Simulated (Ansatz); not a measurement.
Relaxation of C2H6FNSi (11 atoms, charge 0, multiplicity 1), to a largest force component of 0.02 eV/Å in at most 50 steps.

These are results of RKS revPBE-D4/6-31G* in Ansatz, not measurements.

```xyz
11
Properties=species:S:1:pos:R:3:forces:R:3
C -1.363 -0.074 1.427 -1.02 3.30 0.21
C -0.197 0.009 0.547 -0.90 -0.44 -3.85
F 0.962 0.139 1.142 2.26 0.33 2.06
N -0.220 -0.060 -0.739 -2.62 -0.12 2.20
Si 1.187 -0.019 -1.654 1.74 0.69 0.25
H -2.074 0.817 1.154 0.95 -1.37 0.39
H -1.089 0.058 2.467 0.08 -0.16 0.58
H -1.901 -0.956 1.253 -1.02 -1.69 -0.21
H 1.861 1.297 -1.320 0.20 -0.16 -0.36
H 0.869 -0.120 -3.056 -0.14 -0.07 -1.10
H 2.031 -1.147 -1.198 0.48 -0.31 -0.16
```

Where does it end, and by what steps?

The forces met the threshold. After 20 steps the energy has fallen by 0.588 eV; H6 moved furthest, 0.82 Å.

```tsv
step	energy less start (eV)	largest force component (eV/Å)	accepted
0	0.0000	3.852	yes
1	-0.4193	1.856	yes
2	-0.4190	1.239	no
3	-0.5230	0.188	yes
4	-0.5073	0.754	no
5	-0.5282	0.054	yes
6	-0.5312	0.034	yes
7	-0.5336	0.157	yes
8	-0.5370	0.216	yes
9	-0.5396	0.558	yes
10	-0.5770	0.150	yes
11	-0.5812	0.111	yes
12	-0.5663	0.596	no
13	-0.5839	0.174	yes
14	-0.5855	0.089	yes
15	-0.5840	0.223	no
16	-0.5862	0.028	yes
17	-0.5869	0.072	yes
18	-0.5872	0.065	yes
19	-0.5875	0.033	yes
20	-0.5876	0.014	yes
```

```xyz
11
Properties=species:S:1:pos:R:3
C -1.439 -0.050 1.450
C -0.257 0.056 0.531
F 0.841 0.557 1.228
N -0.205 -0.246 -0.692
Si 1.267 -0.070 -1.665
H -1.684 0.943 1.867
H -1.197 -0.710 2.301
H -2.304 -0.448 0.903
H 1.733 1.357 -1.709
H 0.934 -0.511 -3.056
H 2.376 -0.936 -1.138
```

Time of the run: 30 s on 2 threads of Intel(R) Xeon(R) Platinum 8488C (Sapphire Rapids), with other jobs on the host, peak memory 0.17 GiB.
